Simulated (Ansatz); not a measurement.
**C2H8OSiZn: where a starting geometry ends**

The starting geometry of this gas-phase singlet was optimised with GFN2-xTB; its bonds are those of `C[SiH2][O][Zn][CH3]`.

```yaml
atoms:
  - { symbol: C, position_ang: [0.5265, 0.0741, -2.1798] }
  - { symbol: C, position_ang: [0.5860, -0.1074, 4.0594] }
  - { symbol: O, position_ang: [0.1379, -1.0203, 0.4618] }
  - { symbol: Si, position_ang: [-0.0843, -1.3598, -1.0895] }
  - { symbol: Zn, position_ang: [0.3460, -0.5938, 2.1497] }
  - { symbol: H, position_ang: [0.3683, -0.1538, -3.2300] }
  - { symbol: H, position_ang: [-0.0005, 0.9996, -1.9615] }
  - { symbol: H, position_ang: [1.5885, 0.2619, -2.0411] }
  - { symbol: H, position_ang: [0.6767, -2.5824, -1.3935] }
  - { symbol: H, position_ang: [-1.5262, -1.5703, -1.3002] }
  - { symbol: H, position_ang: [0.2632, -0.9141, 4.7059] }
  - { symbol: H, position_ang: [1.6258, 0.1013, 4.2788] }
  - { symbol: H, position_ang: [0.0079, 0.7734, 4.3101] }
```

Q: Predict what becomes of its bonds when it is optimised with B3LYP-D3(BJ)/def2-SVP.

A: It keeps its bonds, and is `C[SiH2][O][Zn][CH3]`.

The energy falls by 0.14 eV over 51 steps:

```
step  E − E(last) (eV)
   1             0.145
   7             0.016
  12             0.003
  18             0.002
  23             0.002
  29             0.001
  34             0.000
  40             0.000
  45             0.000
  51             0.000
```

Final geometry (Å):

```xyz
13

C     0.4902    0.1340   -1.7130
C     0.5857    0.0643    3.7133
O     0.2543   -1.7628    0.5002
Si   -0.0538   -1.5662   -1.1030
Zn    0.4017   -0.8503    2.0213
H     0.2926    0.2512   -2.7919
H    -0.0495    0.9392   -1.1859
H     1.5703    0.2850   -1.5498
H     0.6746   -2.6097   -1.8892
H    -1.5173   -1.7179   -1.3926
H     0.2606   -0.5860    4.5404
H     1.6347    0.3494    3.8892
H    -0.0282    0.9782    3.7310
```

No frequencies were run, so the end isn't proven a minimum. Run with Ansatz 0.2.0, 3.5 min on 2 threads of Arm Neoverse V1, with other jobs on the host.
